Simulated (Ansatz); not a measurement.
Reaction (redistribution): `[CH3][Al]([CH3])[N]=C=O` + `OC[SiH2]F` → `[CH3][Al]([CH3])[CH2]O` + `O=C=N[SiH2]F`

Isolated molecules relaxed with PBE0-D4/def2-TZVP in Ansatz; ΔE leaves out vibrations. CBS: MP2 limit from def2 TZ/QZ plus the TZ coupled-cluster correction, frozen cores. DFT in def2-TZVPP. B3LYP here is the variant with VWN-RPA as its local correlation; programs differ in this. HSE06 is defined as in plane-wave codes. Each species was taken in one conformer, which may not be the lowest.

```json
{"level": "LDA (SPW92)", "ΔE (kcal/mol)": "15.4", "difference from CCSD(T)/CBS": "-0.8"}
{"level": "PBE-D4", "ΔE (kcal/mol)": "15.7", "difference from CCSD(T)/CBS": "-0.5"}
{"level": "revPBE-D4", "ΔE (kcal/mol)": "15.8", "difference from CCSD(T)/CBS": "-0.4"}
{"level": "BLYP-D4", "ΔE (kcal/mol)": "15.9", "difference from CCSD(T)/CBS": "-0.3"}
{"level": "r2SCAN-D4", "ΔE (kcal/mol)": "16.5", "difference from CCSD(T)/CBS": "0.3"}
{"level": "B97M-V", "ΔE (kcal/mol)": "16.7", "difference from CCSD(T)/CBS": "0.5"}
{"level": "PBE0-D4", "ΔE (kcal/mol)": "16.1", "difference from CCSD(T)/CBS": "-0.1"}
{"level": "B3LYP-D4", "ΔE (kcal/mol)": "16.1", "difference from CCSD(T)/CBS": "-0.1"}
{"level": "r2SCANh-D4", "ΔE (kcal/mol)": "16.5", "difference from CCSD(T)/CBS": "0.3"}
{"level": "r2SCAN0-D4", "ΔE (kcal/mol)": "16.6", "difference from CCSD(T)/CBS": "0.4"}
{"level": "HSE06-D4", "ΔE (kcal/mol)": "16.0", "difference from CCSD(T)/CBS": "-0.2"}
{"level": "BHLYP-D4", "ΔE (kcal/mol)": "16.6", "difference from CCSD(T)/CBS": "0.4"}
{"level": "CAM-B3LYP-D4", "ΔE (kcal/mol)": "16.2", "difference from CCSD(T)/CBS": "0.0"}
{"level": "ωB97X-V", "ΔE (kcal/mol)": "16.4", "difference from CCSD(T)/CBS": "0.2"}
{"level": "ωB97M-V", "ΔE (kcal/mol)": "16.1", "difference from CCSD(T)/CBS": "-0.1"}
{"level": "PBE-QIDH", "ΔE (kcal/mol)": "16.4", "difference from CCSD(T)/CBS": "0.2"}
{"level": "PBE", "ΔE (kcal/mol)": "15.8", "difference from CCSD(T)/CBS": "-0.4"}
{"level": "revPBE", "ΔE (kcal/mol)": "15.9", "difference from CCSD(T)/CBS": "-0.3"}
{"level": "r2SCAN", "ΔE (kcal/mol)": "16.6", "difference from CCSD(T)/CBS": "0.4"}
{"level": "PBE0", "ΔE (kcal/mol)": "16.2", "difference from CCSD(T)/CBS": "0.0"}
{"level": "B3LYP", "ΔE (kcal/mol)": "16.2", "difference from CCSD(T)/CBS": "0.0"}
{"level": "r2SCANh", "ΔE (kcal/mol)": "16.6", "difference from CCSD(T)/CBS": "0.4"}
{"level": "r2SCAN0", "ΔE (kcal/mol)": "16.6", "difference from CCSD(T)/CBS": "0.4"}
{"level": "HSE06", "ΔE (kcal/mol)": "16.1", "difference from CCSD(T)/CBS": "-0.1"}
{"level": "BHLYP", "ΔE (kcal/mol)": "16.7", "difference from CCSD(T)/CBS": "0.5"}
{"level": "CAM-B3LYP", "ΔE (kcal/mol)": "16.3", "difference from CCSD(T)/CBS": "0.1"}
{"level": "LC-ωPBE", "ΔE (kcal/mol)": "16.2", "difference from CCSD(T)/CBS": "0.0"}
{"level": "HF/def2-SVP", "ΔE (kcal/mol)": "19.6", "difference from CCSD(T)/CBS": "3.4"}
{"level": "MP2/def2-SVP", "ΔE (kcal/mol)": "18.9", "difference from CCSD(T)/CBS": "2.7"}
{"level": "CCSD/def2-SVP", "ΔE (kcal/mol)": "19.0", "difference from CCSD(T)/CBS": "2.8"}
{"level": "CCSD(T)/def2-SVP", "ΔE (kcal/mol)": "19.0", "difference from CCSD(T)/CBS": "2.8"}
{"level": "MP2/def2-TZVPP", "ΔE (kcal/mol)": "16.4", "difference from CCSD(T)/CBS": "0.2"}
{"level": "SCS-MP2/def2-TZVPP", "ΔE (kcal/mol)": "16.4", "difference from CCSD(T)/CBS": "0.2"}
{"level": "CCSD/def2-TZVPP", "ΔE (kcal/mol)": "16.6", "difference from CCSD(T)/CBS": "0.4"}
{"level": "CCSD(T)/def2-TZVPP", "ΔE (kcal/mol)": "16.5", "difference from CCSD(T)/CBS": "0.3"}
{"level": "HF/def2-QZVPP", "ΔE (kcal/mol)": "17.1", "difference from CCSD(T)/CBS": "0.9"}
{"level": "MP2/def2-QZVPP", "ΔE (kcal/mol)": "16.2", "difference from CCSD(T)/CBS": "0.0"}
{"level": "SCS-MP2/def2-QZVPP", "ΔE (kcal/mol)": "16.2", "difference from CCSD(T)/CBS": "0.0"}
{"level": "HF/CBS(def2)", "ΔE (kcal/mol)": "17.1", "difference from CCSD(T)/CBS": "0.9"}
{"level": "MP2/CBS(def2)", "ΔE (kcal/mol)": "16.1", "difference from CCSD(T)/CBS": "-0.1"}
{"level": "CCSD(T)/CBS", "ΔE (kcal/mol)": "16.2", "difference from CCSD(T)/CBS": "0"}
```

Largest T1 diagnostic among the species: 0.015.

At CCSD(T), def2-SVP lies +2.8 kcal/mol from the extrapolated value and def2-TZVPP +0.3 kcal/mol. Leaving LDA and LC-ωPBE aside and taking each functional with its dispersion term where it has one, the values spread over 0.9 kcal/mol, from PBE-D4 to B97M-V. In def2-TZVPP, CCSD(T) changes the Hartree–Fock value by −0.9 kcal/mol (the triples alone add −0.1 kcal/mol) and MP2 by −1.0 kcal/mol.
